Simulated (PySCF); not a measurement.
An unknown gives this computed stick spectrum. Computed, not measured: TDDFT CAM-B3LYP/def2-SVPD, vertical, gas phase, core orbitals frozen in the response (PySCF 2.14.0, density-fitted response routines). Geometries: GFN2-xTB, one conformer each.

| state | E (eV) | f |
| --- | --- | --- |
| S1 | 4.34 | 1.029 |
| S2 | 5.33 | 0.0001 |
| S3 | 5.60 | 0.035 |
| S4 | 5.65 | 0.0000 |
| S5 | 5.93 | 0.050 |
| S6 | 6.25 | 0.0034 |
| S7 | 6.46 | 0.012 |
| S8 | 6.77 | 0.013 |

**Question.** Which candidate is it? All have the formula C8H7F.
A. `C#C/C(F)=C\C=C/C=C`
B. `C1C2C=CC(C=1)(F)C=C2`
C. `C=C1C=C/C1=C\C=C/F`
D. `C#C[C@H]1C/C(=C/F)C1=C`

**Answer.** A. Its S1, at 4.34 eV, is the lowest among the candidates; the nearest of the others has S1 at 4.67 eV. S1 is HOMO→LUMO (98%). Löwdin shares by element: HOMO carbon 57% or more (atoms not listed hold the other 43%); LUMO carbon 53% or more (atoms not listed hold the other 47%). At the same level the other candidates give, for their lowest levels:
- `C#C[C@H]1C/C(=C/F)C1=C`: 5.38 eV (f 0.316); 6.15 eV (f 0.012); 6.34 eV (f 0.008); 6.49 eV (f 0.002); 6.60 eV (f 0.004); T1 3.00 eV; HOMO -8.02, LUMO -0.17 eV
- `C=C1C=C/C1=C\C=C/F`: 4.67 eV (f 0.215); 4.92 eV (f 0.134); 5.21 eV (f 0.643); 6.14 eV (f 0.007); 6.26 eV (f 0.493); T1 2.63 eV; HOMO -7.45, LUMO -0.29 eV
- `FC12C=CC(C=C1)C=C2`: 5.15 eV (f 0.000 summed over 2 states); 6.32 eV (f 0.000); 6.37 eV (f 0.000); 6.44 eV (f 0.000 summed over 2 states); 7.18 eV (f 0.045 summed over 2 states); T1 3.62 eV; HOMO -7.73, LUMO 0.66 eV

Shape of the structure used: `[CH:1]#[C:2]/[C:3]([F:4])=[CH:5]\[CH:6]=[CH:7]/[CH:8]=[CH2:9]`: C3–C5–C6–C7 180°, C6–C7–C8–C9 180°.
Triplets come from the Tamm–Dancoff approximation.
